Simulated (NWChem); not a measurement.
System: TiH3F; SMILES [F][TiH3]

The following NWChem deck was run.

```
start job
memory heap 200 mb stack 900 mb global 1100 mb
geometry units angstroms noautoz
  Ti     0.000000     0.000000     0.424132
  F      0.000000     0.000000    -1.298040
  H      1.135404    -1.154286     0.949106
  H     -1.567343    -0.406146     0.949106
  H      0.431939     1.560432     0.949106
end
basis spherical
  Ti library def2-svp
  F library def2-svp
  H library def2-svp
end
dft
  xc r2scan
  iterations 150
  mulliken
end
task dft gradient
```

Parts of the log:

```
             Northwest Computational Chemistry Package (NWChem) 7.3.0
             --------------------------------------------------------

 C3V symmetry detected

                             Geometry "geometry" -> ""
                             -------------------------

 Output coordinates in angstroms (scale by  1.889725989 to convert to a.u.)

  No.       Tag          Charge          X              Y              Z
 ---- ---------------- ---------- -------------- -------------- --------------
    1 Ti                  22.0000     0.00000000     0.00000000     0.40954782
    2 F                    9.0000     0.00000000     0.00000000    -1.31262418
    3 H                    1.0000     1.14488401     1.14488401     0.93452182
    4 H                    1.0000     0.41905663    -1.56394064     0.93452182
    5 H                    1.0000    -1.56394064     0.41905663     0.93452182

 Effective nuclear repulsion energy (a.u.)      87.0840797405

      Symmetry information
      --------------------

 Group name             C3v
 Group number             17
 Group order               6
 No. of unique centers     3

                                 NWChem DFT Module
                                 -----------------

 Summary of "ao basis" -> "ao basis" (spherical)
 ------------------------------------------------------------------------------
       Tag                 Description            Shells   Functions and Types
 ---------------- ------------------------------  ------  ---------------------
 Ti                         def2-svp                11       31   5s3p2d1f
 F                          def2-svp                 6       14   3s2p1d
 H                          def2-svp                 3        5   2s1p

      Symmetry analysis of basis
      --------------------------

        a1         22
        a2          2
        e          36

  Rotation of axis

            General Information
            -------------------
          SCF calculation type: DFT
          Wavefunction type:  closed shell.
          No. of atoms     :     5
          No. of electrons :    34
           Alpha electrons :    17
            Beta electrons :    17
          Charge           :     0
          Spin multiplicity:     1
          Use of symmetry is: on ; symmetry adaption is: on
          Maximum number of iterations: 150
          AO basis - number of functions:    60
                     number of shells:    26
          Convergence on energy requested:  1.00D-06
          Convergence on density requested:  1.00D-05
          Convergence on gradient requested:  5.00D-04

              XC Information
              --------------
                      r^2SCAN Method XC Functional
               r^2SCAN metaGGA Exchange Functional  1.000
                     r^2SCAN Correlation Potential  1.000

             Grid Information
             ----------------
          Grid used for XC integration:  medium
          Radial quadrature: Mura-Knowles
          Angular quadrature: Lebedev.
          Tag              B.-S. Rad. Rad. Pts. Rad. Cut. Ang. Pts.
          ---              ---------- --------- --------- ---------
          Ti                  1.40      112          10.0       590
          F                   0.50       49           8.0       434
          H                   0.35       45           9.0       434
          Grid pruning is: on
          Number of quadrature shells:   206
          Spatial weights used:  Erf1

      Superposition of Atomic Density Guess
      -------------------------------------

 Sum of atomic energies:        -949.04889498

      Non-variational initial energy
      ------------------------------

 Total energy =    -948.631391
 1-e energy   =   -1475.947024
 2-e energy   =     440.231553
 HOMO         =      -0.313389
 LUMO         =       0.036156

      Symmetry analysis of molecular orbitals - initial
      -------------------------------------------------

  Numbering of irreducible representations:

     1 a1          2 a2          3 e

  Orbital symmetries:

     1 a1          2 a1          3 a1          4 a1          5 e
     6 e           7 a1          8 a1          9 e          10 e
    11 a1         12 a1         13 e          14 e          15 a1
    16 e          17 e          18 e          19 e          20 a1
    21 a1         22 e          23 e          24 a1         25 e
    26 e          27 a1

     ---------------------------------------------
      Total Density - Mulliken Population Analysis
     ---------------------------------------------

    Atom       Charge   Shell Charges
 -----------   ------   -------------------------------------------------------
    1 Ti  22    19.95   2.00  2.00  2.00  0.73  0.06  6.00  6.00  0.39  0.35  0.40  0.02
    2 F    9     9.73   1.99  1.16  0.80  3.61  2.16  0.00
    3 H    1     1.44   0.80  0.64  0.00
    4 H    1     1.44   0.80  0.64  0.00
    5 H    1     1.44   0.80  0.64  0.00

[...]

                         DFT ENERGY GRADIENTS

    atom               coordinates                        gradient
                 x          y          z           x          y          z
   1 Ti      0.000000   0.000000   0.773933    0.000000   0.000000   0.001652
   2 F       0.000000   0.000000  -2.480500    0.000000   0.000000  -0.003021
   3 H       2.163517   2.163517   1.765990    0.001635   0.001635   0.000456
   4 H       0.791902  -2.955419   1.765990    0.000599  -0.002234   0.000456
   5 H      -2.955419   0.791902   1.765990   -0.002234   0.000599   0.000456
```

Level: r2SCAN/def2-SVP. All runs use the structure optimised with PBE-D3(BJ)/def2-SVP.
